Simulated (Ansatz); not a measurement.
System: CdI, net charge 1, singlet state. SMILES: [Cd+][I]
Coordinates optimised at B3LYP-D3(BJ)/def2-TZVP (Ansatz, a first-principles code):
```
Cd
I 1 2.5923
```
Charge +1, spin multiplicity 1.

Wanted: vertical electron affinity to the doublet, in eV. Set-up: valence correlation only (noble-gas shells and the d and f shells of earlier blocks); def2 sets with scalar-relativistic core potentials past Kr; open shells spin-unrestricted; STO-3G and 3-21G all-electron and non-relativistic; spin-orbit terms left out; LANL2DZ with its own core potentials from Na on; each state is the SCF solution reached for its charge and spin. Ab initio and DFT rows: single points at B3LYP-D3(BJ) geometries (Ansatz). The spin state of an ion or metal species was assumed, not searched.

| level | program | vertical electron affinity to the doublet (eV) |
|---|---|---|
| HF/LANL2DZ | Ansatz | 7.88 |
| PBE/LANL2DZ | Ansatz | 7.95 |
| B3LYP/STO-3G | Ansatz | 4.91 |
| B3LYP/3-21G | Ansatz | 7.79 |
| B3LYP/LANL2DZ | Ansatz | 8.11 |
| MP2/LANL2DZ | Ansatz | 7.84 |
| B3LYP/def2-TZVPD | Ansatz | 8.22 |
| PBE0/def2-TZVPD | Ansatz | 8.15 |
| wB97X-V/def2-TZVPD | Ansatz | 8.11 |

No value to compare with is used here. The 6 habitual levels span 4.91 (B3LYP/STO-3G) to 8.11 eV (B3LYP/LANL2DZ); wB97X-V/def2-TZVPD gives 8.11.

The levels are drawn from those run, B3LYP/6-31G* more often than the rest, none by its result; left out are runs that failed, that the program found above a lower state of the same kind, or whose <S^2> lies over 0.5 above the pure value.
